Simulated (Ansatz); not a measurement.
Ansatz (a first-principles code) input (MP2/STO-3G):

Ansatz 0.2 input:
```yaml
crystal:
  periodic: [false, false, false]
  atoms:
    - {symbol: N, position_ang: [-1.70610600, -0.30198400, 0.09266800]}
    - {symbol: B, position_ang: [-0.34388800, -0.06086900, 0.01867800]}
    - {symbol: Cl, position_ang: [0.25552600, 1.55704800, -0.37806600]}
    - {symbol: Cl, position_ang: [0.81122800, -1.36823000, 0.32012500]}
    - {symbol: H, position_ang: [-2.08200400, -1.20817100, 0.31535200]}
    - {symbol: H, position_ang: [-2.39063600, 0.41650500, -0.07241800]}
basis:
  gaussian:
    orbitals: STO-3G
magnetization: {spin_polarized: false}
correlation: {method: mp2, electrons: outside_noble_gas}
```

Output:

```
Functional definition: HF
integrals: 0.00 GiB planned
360 factors; integrals over basis functions are off by at most 4.6e-5 eV
mean field: 0.08 GiB planned
mean field evaluation 1: about -26898.2962 eV, gradient 2.2e1 eV
mean field evaluation 2: about -26898.3681 eV, gradient 2.3e1 eV
mean field evaluation 4: about -26900.5001 eV, gradient 1.3e0 eV
mean field evaluation 8: about -26900.5074 eV, gradient 3.2e-5 eV
mean field -26900.50741248 eV, -988.5754135897 hartree, gradient 6.6e-7 eV, S^2 0.000000; 0 other end points of the search recorded, 0 dependent functions left out
12 core orbitals not correlated
reference -26900.50741248 eV, -988.5754135897 hartree; 12, 12 occupied and 6, 6 virtual orbitals, 360 factors
second order -2.79289268 eV of doubles, -0.00000000 eV of singles
Total energy: -26903.30030516 eV, -988.6780505027 hartree
```

The geometry given is a B3LYP-D3(BJ)/def2-TZVP minimum.
